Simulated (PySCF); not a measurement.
ClH₃OS₂Si, SMILES O[Si](Cl)(S)S.

Geometry optimised at B3LYP-D3(BJ)/def2-SVP. The structure was generated by enumeration, and PubChem lists no compound with its InChIKey, so it may never have been made. Other conformers were not sampled.

Method: ωB97X/def2-TZVP (PySCF).

Computed frontier levels, gap, dipole moment and polarisability:
The highest occupied level is -10.28 eV and the lowest empty level comes out as 2.12 eV. The orbital gap comes out as 12.40 eV and the dipole moment is 1.79 D. The quadrupole, principal values (traceless, Buckingham form, about the centre of nuclear charge) is -4.13, 1.21, 2.92 D·Å and the mean static polarisability is 74.2 bohr³ (10.99 Å³). The polarisability, principal values is 62.4, 77.8, 82.4 bohr³.
